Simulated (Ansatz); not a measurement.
Gas-phase electronic energies from Ansatz, PBE0-D4/def2-TZVP geometries. CBS: MP2 limit from def2 TZ/QZ plus the TZ coupled-cluster correction, frozen cores. This one scheme is used for every species. Functionals use def2-TZVPP. B3LYP here is the variant with VWN-RPA as its local correlation; programs differ in this. For Ge outer-core shells are correlated without core-valence functions, which leaves a few kJ/mol of doubt a bond. Scalar relativity is left out up to krypton. Each species was taken in one conformer, which may not be the lowest.

Consider the redistribution: `C[S][Ge][Cl]` + `CS[Si]S` → `[SH][Ge][Cl]` + `CS[Si]SC`.

Is it downhill or uphill in electronic energy at CCSD(T)/CBS, and by how much? (An estimate is asked.)

The calculation gave: Uphill: ΔE = +28.2 kJ/mol.

What do these levels give: PBE-D4, PBE0-D4, B3LYP-D4, ωB97X-V, B2PLYP, PBE0, MP2/def2-TZVPP, CCSD/def2-TZVPP, HF/def2-QZVPP, MP2/def2-QZVPP, SCS-MP2/def2-QZVPP, MP2/CBS(def2)? (Best estimate.)

The calculation gave: PBE-D4 27.8, PBE0-D4 29.2, B3LYP-D4 26.4, ωB97X-V 28.9, B2PLYP 30.1, PBE0 32.1, MP2/def2-TZVPP 29.1, CCSD/def2-TZVPP 28.0, HF/def2-QZVPP 31.5, MP2/def2-QZVPP 29.4, SCS-MP2/def2-QZVPP 28.9, MP2/CBS(def2) 29.9 kJ/mol.

Largest T1 diagnostic among the species: 0.015.

The D4 term adds −4.5 kJ/mol with B3LYP and −2.8 kJ/mol with PBE0; it sums over pairs of atoms, weighted by their polarisabilities, and B3LYP, whose exchange is more repulsive, gets the larger term.
